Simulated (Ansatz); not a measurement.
Results of the Gaussian-basis code of Ansatz.

GaH2S2, SMILES `[SH][Ga][SH]` radical. Total charge 0; spin multiplicity 2. The structure was optimised at the PBE0-D4/def2-TZVP level. It is one conformer, not always the lowest.

```xyz
5

S    -0.069    1.555    0.487
Ga    0.340   -0.125   -0.927
S    -0.084   -2.189   -0.190
H     0.320    2.504   -0.379
H    -0.507   -1.745    1.008
```

**Question.** What is the dipole moment at PBE/def2-TZVPP? (An estimate is asked.)

**Answer.** The calculation gave: 1.17 D, with components (0.31, 0.91, -0.66) D in this frame, pointing from negative to positive charge.

**Question.** And with r2SCAN, B3LYP, ωB97M-V? (An estimate is asked.)

**Answer.** The calculation gave: r2SCAN 1.27 D, B3LYP 1.29 D, ωB97M-V 1.35 D.

**Question.** Give the Mulliken charges with PBE, r2SCAN, B3LYP in def2-TZVPP. (An estimate is asked.)

**Answer.** The calculation gave: 
```csv
atom,PBE,r2SCAN,B3LYP
S1,-0.24,-0.26,-0.25
Ga2,0.26,0.31,0.29
S3,-0.25,-0.27,-0.26
H4,0.12,0.12,0.11
H5,0.11,0.11,0.11
```

B3LYP here is the variant with VWN-RPA as its local correlation; programs differ in this.
